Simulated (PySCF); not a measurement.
(E)-1-bromo-2-chloro-1-fluoroethene (C2HBrClF), SMILES F/C(Br)=C\Cl. The structure is a stationary point at ωB97X-D3(BJ)/def2-SVP.

Give the equilibrium geometry at ωB97X-D3(BJ)/def2-SVP (PySCF confirms it by a frequency run) as bond lengths and angles, and its point group. (Estimate from the structure and the level; the computed values follow.)

point group Cs.
Atoms: F1 C2 Br3 C4 Cl5 H6. Bonded distances (Å): F1–C2 1.320, C2–Br3 1.870, C2–C4 1.332, C4–Cl5 1.719, C4–H6 1.090. Angles (°): F1–C2–Br3 113.9, F1–C2–C4 123.3, Br3–C2–C4 122.8, C2–C4–Cl5 121.7, C2–C4–H6 121.4, Cl5–C4–H6 117.0.
Charge 0, spin multiplicity 1.
